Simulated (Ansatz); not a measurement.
Reaction (substitution at a C–Sb bond): `O=[C](S)[SbH2]` + `BN` → `BNC(=O)S` + `[SbH3]`

Isolated molecules relaxed with PBE0-D4/def2-TZVP in Ansatz; ΔE leaves out vibrations. CBS: MP2 limit from def2 TZ/QZ plus the TZ coupled-cluster correction, frozen cores. This one scheme is used for every species. Functionals use def2-TZVPP. B3LYP here is the variant with VWN-RPA as its local correlation; programs differ in this. HSE06 is defined as in plane-wave codes. Elements past krypton have def2 core potentials. For Sb outer-core shells are correlated without core-valence functions, which leaves a few kJ/mol of doubt a bond. Each species was taken in one conformer, which may not be the lowest.

`O=[C](S)[SbH2]`:

Cartesian coordinates in Å:
```
O 0.771 -0.111 1.939
C 0.603 -0.167 0.760
S 1.383 -1.456 -0.202
Sb -0.563 1.422 -0.267
H 0.824 -1.117 -1.373
H -1.087 0.394 -1.530
H -1.931 1.035 0.672
```

`BN`:

```xyz
6

B     0.076   -0.647    0.204
N    -0.078    0.666   -0.210
H    -0.570   -1.503   -0.329
H     0.850   -0.892    1.083
H     0.431    1.434    0.193
H    -0.710    0.942   -0.942
```

`BNC(=O)S`:

```xyz
9

B    -0.163    0.562    1.613
N     0.379   -0.064    0.471
C    -0.218   -0.112   -0.787
O    -1.270    0.379   -1.065
S     0.798   -1.013   -1.953
H     0.484    0.507    2.614
H    -1.216    1.105    1.538
H     1.273   -0.529    0.530
H    -0.068   -0.836   -2.961
```

`[SbH3]`:

Cartesian coordinates in Å:
```
Sb 0.391 0.598 -0.097
H -0.580 -0.121 -1.303
H -0.856 0.440 1.060
H 1.045 -0.917 0.340
```

| level | ΔE (kcal/mol) | difference from CCSD(T)/CBS |
| --- | --- | --- |
| LDA (SPW92) | -4.6 | -4.0 |
| PBE-D4 | -0.5 | 0.1 |
| revPBE-D4 | -0.6 | 0.0 |
| BLYP-D4 | 0.9 | 1.5 |
| r2SCAN-D4 | -2.5 | -1.9 |
| PBE0-D4 | -3.1 | -2.5 |
| B3LYP-D4 | -1.4 | -0.8 |
| r2SCANh-D4 | -3.2 | -2.6 |
| r2SCAN0-D4 | -4.3 | -3.7 |
| BHLYP-D4 | -3.9 | -3.3 |
| CAM-B3LYP-D4 | -4.1 | -3.5 |
| ωB97X-V | -4.6 | -4.0 |
| ωB97M-V | -3.3 | -2.7 |
| B2PLYP | -1.8 | -1.2 |
| PBE-QIDH | -4.1 | -3.5 |
| revPBE | 0.2 | 0.8 |
| r2SCAN | -2.5 | -1.9 |
| PBE0 | -3.4 | -2.8 |
| B3LYP | -2.0 | -1.4 |
| r2SCANh | -3.3 | -2.7 |
| r2SCAN0 | -4.4 | -3.8 |
| HSE06 | -3.3 | -2.7 |
| BHLYP | -5.1 | -4.5 |
| LC-ωPBE | -5.5 | -4.9 |
| RPA@PBE/def2-TZVPP | -1.7 | -1.1 |
| HF/def2-SVP | -13.7 | -13.1 |
| MP2/def2-SVP | -7.8 | -7.2 |
| CCSD/def2-SVP | -8.9 | -8.3 |
| CCSD(T)/def2-SVP | -8.0 | -7.4 |
| HF/def2-TZVPP | -8.7 | -8.1 |
| MP2/def2-TZVPP | -1.4 | -0.8 |
| SCS-MP2/def2-TZVPP | -2.0 | -1.4 |
| CCSD/def2-TZVPP | -3.7 | -3.1 |
| CCSD(T)/def2-TZVPP | -2.5 | -1.9 |
| HF/def2-QZVPP | -8.3 | -7.7 |
| MP2/def2-QZVPP | -0.2 | 0.4 |
| SCS-MP2/def2-QZVPP | -0.8 | -0.2 |
| HF/CBS(def2) | -8.2 | -7.6 |
| MP2/CBS(def2) | 0.5 | 1.1 |
| CCSD/CBS(def2) | -1.8 | -1.2 |
| CCSD(T)/CBS | -0.6 | 0 |

(1) What do rigid-rotor, harmonic-oscillator terms from PBE0-D4/def2-TZVP frequencies (298.15 K, 1 bar) make of the CCSD(T)/CBS value? (Best estimate.)

Largest T1 diagnostic among the species: 0.017.

Answers

(1) Ansatz gave: ΔZPE = -1.5 kcal/mol, ΔH = -2.4 kcal/mol, ΔS = -18 J/(mol·K), ΔG = -1.1 kcal/mol.

From PBE to PBE0 (25 % exact exchange), in def2-TZVPP and without D4, ΔE moves by −2.6 kcal/mol. At CCSD(T), def2-SVP lies −7.4 kcal/mol from the extrapolated value and def2-TZVPP −1.9 kcal/mol. Leaving LDA and LC-ωPBE aside and taking each functional with its dispersion term where it has one, the values spread over 5.6 kcal/mol, from ωB97X-V to BLYP-D4. LDA lies −3.8 kcal/mol from PBE without D4.
